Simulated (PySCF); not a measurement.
Level of theory: PBE0-D3(BJ)/def2-TZVP (PySCF). Isolated molecules, 0 K electronic values unless said otherwise. One relaxed conformer stands for a flexible species; it need not be the lowest. 

Reference species (SMILES): `C=C(C)CC` (C–C–C–C torsion 117°) (neutral, multiplicity 1).

```json
{
 "HOMO–LUMO gap": "7.55 eV",
 "HOMO": "-7.03 eV"
}
```

Changed species: `C1CC1(C)C`.

### Question
Predict the effect on the HOMO–LUMO gap and HOMO.

### Answer
the HOMO–LUMO gap rises by 1.34 eV, to 8.89 eV; the HOMO decreases by 0.57 eV, to -7.60 eV.
